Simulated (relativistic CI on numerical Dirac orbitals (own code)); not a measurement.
These numbers are calculated, not measured: Dirac-Coulomb-Breit CI, KLI orbitals optimised for each configuration, a model potential for QED, valence Slater integrals scaled by 0.85, P86 correlation estimate, and configurations built on the next ion tied to the tabulated ionisation energy (semi-empirical) (own radial code, finite nucleus).

CI space (outside the closed core 1s2): 2s2 2p, 2s2 3s, 2s2 3p, 2s2 3d, 2s2 4s, 2s 2p2, 2p3, 2p2 3s, 2p2 3p, 2p2 3d, 2s 2p 3s, 2s 2p 3p, 2s 2p 3d, 2s2 4p, 2s2 4d, 2s2 4f, 2s 2p 4s, 2s 2p 4p, 2s 2p 4d, 2s 2p 4f, 2s 3s2, 2s 3s 3p, 2s 3s 3d, 2s 3p2. Levels of other configurations are missing.

Configurations that consist of the next ion and one excited electron were tied to the tabulated ionisation energy; Rydberg ones are usually within 1,000 to 3,000 cm⁻¹ and the lowest ones within about 6,000 (9,000 in d shells), while levels on excited terms of the next ion carry the error of that term, and the other configurations can be misplaced by 10,000 cm⁻¹ or more. Rates follow the energies as ν³ (E1, M1) or ν⁵ (E2), so rates, branching and lifetimes can be off by large factors. 31 of the 39 excited levels that our extract of the measured tables holds in this range could be paired (the sources list more); they are missed by 3856 cm⁻¹ on average and 17948 at most, and levels without a partner can miss by more.

Outline of the computed level scheme of Ne VI. Lowest level of each configuration: 2s2 2p 2P°_1/2 at 0.000 eV; 2s 2p2 4P_1/2 at 13.008 eV; 2p3 4S°_3/2 at 40.666 eV; 2s2 3s 2S_1/2 at 87.367 eV; 2s2 3p 2P°_1/2 at 93.663 eV; 2s2 3d 2D_3/2 at 99.088 eV; 2s 2p 3s 4P°_1/2 at 103.522 eV; 2s 2p 3p 4D_1/2 at 109.099 eV; 2s 2p 3d 4F°_3/2 at 114.048 eV.

Some strong electric-dipole decays among the lowest 45 levels: 2s2 3d 2D_5/2 → 2s2 2p 2P°_3/2 (1.4e+11 s⁻¹); 2s2 3d 2D_3/2 → 2s2 2p 2P°_1/2 (1.2e+11 s⁻¹); 2s2 3d 2D_3/2 → 2s2 2p 2P°_3/2 (2.4e+10 s⁻¹); 2s2 3s 2S_1/2 → 2s2 2p 2P°_3/2 (2.2e+10 s⁻¹); 2s2 3s 2S_1/2 → 2s2 2p 2P°_1/2 (1.1e+10 s⁻¹); 2s2 3d 2D_5/2 → 2s2 3p 2P°_3/2 (1.6e+08 s⁻¹).

LS names give the leading component of a level, which can be under half, so a name can repeat, a term be missing and a line seem to break the LS rules.
